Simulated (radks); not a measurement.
Species: Pm IV. Configuration: [Kr] 4d10 4f5 5s1 5p6 (not the ground configuration). Method: Dirac Kohn-Sham, exchange-only LDA, spin-unpolarised, spherical densities, point nucleus; open shells fill j = l - 1/2 first; computed with a radial shooting solver on a logarithmic mesh with Libxc functionals.

X-ray form factor f0, the Fourier transform of the density (f0(0) = 58):

sin(theta)/lambda (1/angstrom),f0 (electrons)
0.05,57.331
0.1,55.458
0.15,52.720
0.2,49.533
0.25,46.260
0.3,43.140
0.4,37.715
0.5,33.303
0.6,29.608
0.8,23.806
1,19.857
1.25,16.743
1.5,14.537
2,10.760
